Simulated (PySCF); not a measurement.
Geometry:
| atom | x (Å) | y (Å) | z (Å) |
| --- | --- | --- | --- |
| Ga1 | 0.339 | 0.419 | -0.113 |
| H2 | 1.891 | 0.470 | -0.243 |
| H3 | -0.698 | 1.585 | -0.270 |
| O4 | -0.287 | -1.208 | 0.273 |
| H5 | -1.244 | -1.266 | 0.353 |

Geometry: PBE0-D3(BJ)/def2-SVP; GIAO absolute shieldings from PySCF 2.14, gas phase, non-relativistic, averaged over equivalent atoms.

At PBE0/pcSseg-1 (pcSseg-2 on Ga) (95 basis functions, 5.3 s wall time on 1 thread of an x86-64 server CPU, shared host):
| atoms | σ (ppm) |
| --- | --- |
| Ga1 | 1319.5 |
| H2/H3 | 25.66 |
| H5 | 27.53 |
| O4 | 206.0 |

What do these become at B3LYP/pcSseg-1 (pcSseg-2 on Ga)?

Answers


| atoms | σ at B3LYP/pcSseg-1 (pcSseg-2 on Ga) | change |
| --- | --- | --- |
| Ga1 | 1288.2 | -31.3 |
| H2/H3 | 25.73 | +0.07 |
| H5 | 27.38 | -0.15 |
| O4 | 191.4 | -14.6 |

The largest change is at Ga1 (Ga bonded to O, 2 H). Cost: 95 basis functions, 3.5 s wall time on 1 thread of an x86-64 server CPU, shared host.

Relativistic effects, spin–orbit coupling among them, are left out; they matter for Ga and for the light atoms bonded to it.
